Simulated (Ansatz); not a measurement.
Basis sets compared for the cluster VSe₂. Charge 0, multiplicity 2. Geometry PBE-D4/def2-TZVP. Ansatz on 2 threads of AMD EPYC 7R43 on a shared host; times are rough, and most runs start from earlier orbitals.

```csv
atom,x (Å),y (Å),z (Å)
V1,0.166,0.805,0.048
Se2,-1.313,-0.225,1.271
Se3,1.147,-0.580,-1.318
```

At PBE-D4/def2-SVP, PBE-D4/def2-TZVP, PBE-D4/def2-TZVPD, r2SCAN-D4/def2-TZVP and others the charge 0 doublet is spin-contaminated (final ⟨S²⟩ up to 1.00, 0.75 for a pure state). The structure comes from a short search, and lower isomers may exist.

```tsv
level	functions	energy (Eh)	HOMO (eV)	LUMO (eV)	wall time
PBE-D4/def2-SVP	95	-5745.5201	-5.21	-4.31	9 s
PBE-D4/def2-TZVP (with forces)	141	-5746.2362	-5.43	-4.57	12 s
r2SCAN-D4/def2-TZVP (with forces)	141	-5747.1126	-5.78	-4.49	26 s
```

**Question.** Estimate the rows for PBE-D4/def2-TZVPD, r2SCAN-D4/def2-TZVPD.

**Answer.** 
| level | functions | energy (Eh) | HOMO (eV) | LUMO (eV) | wall time |
| --- | --- | --- | --- | --- | --- |
| PBE-D4/def2-TZVPD | 162 | -5746.2377 | -5.48 | -4.62 | 15 s |
| r2SCAN-D4/def2-TZVPD | 162 | -5747.1136 | -5.82 | -4.53 | 34 s |
